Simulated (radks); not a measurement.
Species: Te+. Configuration: [Kr] 4d10 5s2 5p3 (the NIST ground configuration).

Calculated with a radial shooting solver on a logarithmic mesh with Libxc functionals: Dirac Kohn-Sham, BLYP, spin-unpolarised, spherical densities, finite nucleus; open shells are shared between the two j in proportion to 2j + 1; Fermi nuclear charge, rms radius 4.7423 fm.

Energy parts (eV):
total: -184953.022
kinetic: 195596.003
electron-nucleus: -448816.809
Hartree: 73069.308
exchange-correlation: -4801.524

Orbitals (lengths in bohr, moments of r in powers of bohr; <r^-3> diverges for s and p1/2):
| orbital | occ. | eigenvalue (eV) | <r^-3> | small-component weight |
|---|---|---|---|---|
| 1s1/2 | 2 | -31618.22 | - | 3.66e-02 |
| 2s1/2 | 2 | -4854.728 | - | 7.80e-03 |
| 2p1/2 | 2 | -4549.643 | - | 7.83e-03 |
| 2p3/2 | 4 | -4275.025 | 4908 | 7.45e-03 |
| 3s1/2 | 2 | -973.0081 | - | 2.29e-03 |
| 3p1/2 | 2 | -847.5136 | - | 2.24e-03 |
| 3p3/2 | 4 | -796.3441 | 933.7 | 2.13e-03 |
| 3d3/2 | 4 | -574.7856 | 148.6 | 2.01e-03 |
| 3d5/2 | 6 | -564.0835 | 137.8 | 1.98e-03 |
| 4s1/2 | 2 | -172.9634 | - | 6.44e-04 |
| 4p1/2 | 2 | -129.8245 | - | 5.82e-04 |
| 4p3/2 | 4 | -120.0778 | 177.9 | 5.50e-04 |
| 4d3/2 | 4 | -51.2709 | 20.92 | 4.06e-04 |
| 4d5/2 | 6 | -49.7989 | 19.20 | 3.97e-04 |
| 5s1/2 | 2 | -23.3116 | - | 1.07e-04 |
| 5p1/2 | 1 | -14.1861 | - | 7.43e-05 |
| 5p3/2 | 2 | -13.2521 | 16.91 | 6.85e-05 |

The highest occupied level is 5p3/2 at -13.252 eV. Summed over all electrons, <r^2> = 49.70 bohr^2, which gives a Langevin (diamagnetic) susceptibility term of -39.4 x 10^-6 cm^3/mol. For comparison, the ionisation energy in NIST's Atomic Spectra Database is 18.6 eV (measured). In exact Kohn-Sham theory the highest level is minus the ionisation energy, but local and semilocal functionals leave it too shallow, through self-interaction and a potential that decays too fast; potentials with the right tail come closer.

Beside tabulated values, note that spin-unpolarised runs miss the spin-polarisation part of the exchange energy of open shells.
